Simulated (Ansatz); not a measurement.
CH5AsSe, SMILES `C[Se][AsH2]`, charge 0, multiplicity 1.

(1) Give a relaxed structure at PBE0-D4/def2-TZVP (Ansatz). (Best estimate.)

## Answers

(1) Computed: 
Z-matrix (Å, degrees):
```
C
Se 1 1.952
H 1 1.088 2 110.5
H 1 1.090 2 106.0 3 -118.5
H 1 1.088 2 110.5 3 122.9
As 2 2.371 1 96.4 3 -61.9
H 6 1.523 2 96.1 1 133.1
H 6 1.523 2 95.9 1 -134.3
```
Point group Cs.
